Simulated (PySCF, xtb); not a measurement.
AsH4Si, SMILES [SiH3][AsH], multiplicity 2.

Harmonic wavenumbers (cm⁻¹) from GFN2-xTB (xtb) at its own minimum, in rising order: 127, 389, 441, 441, 672, 800, 804, 822, 1863, 2178, 2192, 2217.

Q: What does PySCF 2.14.0 with PBE-D3(BJ)/def2-TZVP give at its own minimum? (An estimate is asked for; the answer gives what the named calculation found.)

A: 159, 346, 427, 447, 681, 844, 901, 905, 2100, 2140, 2150, 2170. Paired by order, the mean absolute difference is 58 cm⁻¹ and the zero-point energies are 18.5 and 19.0 kcal/mol.
